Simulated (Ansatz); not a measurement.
The cluster NbS₄, relaxed as a doublet with UKS PBE0-D4/def2-SVP in Ansatz, starting from the GFN2-xTB geometry. Force threshold 0.02 eV/Å.

In the def2 sets Nb takes a core potential; there is no spin–orbit coupling. The relaxation made no stability test and no search for a lower SCF solution. The structure comes from a short search, and lower isomers may exist.

Start:

```xyz
5

Nb   -0.742   -0.387   -0.264
S    -0.010    1.838    0.390
S     1.624   -0.928   -0.161
S    -2.262   -1.514    0.873
S     1.391    0.990   -0.837
```

Estimate the energy that the relaxation releases and the steps that it takes.

5.4 kcal/mol, in 7 steps; 18 s on 4 threads of Arm Neoverse V2 on a shared host. No frequencies were taken in this run, so the end may be a saddle point.

Does the start keep its bonding and symmetry?

By distances, no bond broke or formed. The bond that changes most is S3–S5, from 2.05 to 2.12 Å (atoms count from 1). Point group Cs at the start, Cs at the end, both within 0.05 Å.

Predict the relaxed structure.


```xyz
5

Nb   -0.745   -0.356   -0.425
S    -0.161    1.782    0.407
S     1.507   -1.036   -0.155
S    -2.035   -1.390    0.932
S     1.435    1.000   -0.758
```
Bond lengths: 3 × Nb–S 2.14 to 2.37 Å; 2 × S–S 2.12 Å.
